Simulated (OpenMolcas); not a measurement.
Tc4+ among 5 point charges of -2 e arranged as a square pyramid (C4v), 2.13 Å from the ion, with the axial distance 2.215 Å.

```
Program             : OpenMolcas 26.06
Method              : CASSCF
Basis               : ANO-RCC-VDZP [6s5p3d1f]
Scalar Hamiltonian  : DKH2, point nucleus
Active space        : 3 electrons in 5 orbitals (4d)
State averaging     : 2S+1 = 4 even, 10 roots; 2S+1 = 2 even, 40 roots
Spin-orbit coupling : state interaction with AMFI integrals over the reference wave functions
```

(1) What is the spin-free ground state?

(2) Where is the first state of the same spin?

(3) What are the lowest two levels with spin-orbit coupling?

(4) What is χT at 300 K, and how does it compare with the textbook value?

## Answers

(1) A state of multiplicity 4, 1-fold in its orbital part, 100 % from free-ion F terms; it has the highest spin that d3 allows.

(2) A 2-fold state lies at 1010 cm-1 above the ground state.

(3) A 2-fold level with g = 1.40, 1.97, 1.97, then a 2-fold level 603.6 cm-1 above it. Their leading multiplicities are 4 (99 %) and 4 (99 %).

(4) The lowest level has 2S+1 = 4, for which the spin-only value is χT = S(S+1) / 2 = 1.875 cm3 K/mol (g = 2). The computed 0.412 at 300 K differs by -1.463, through orbital momentum, spin-orbit coupling and any other state in reach.

Spin-orbit coupling mixes the spin-free states strongly: the lowest level takes only 50 % from its leading state, an unlabelled state of the same spin as most of the rest. Without dynamic correlation the repulsion within the d shell is too large (B by tens of per cent), so at a given field states of lower spin stand too high. Point charges carry no covalency, so the field is a model and not that of real ligands. An unlabelled pair can be two single states that coincide in this model. No measured value stands beside these numbers.
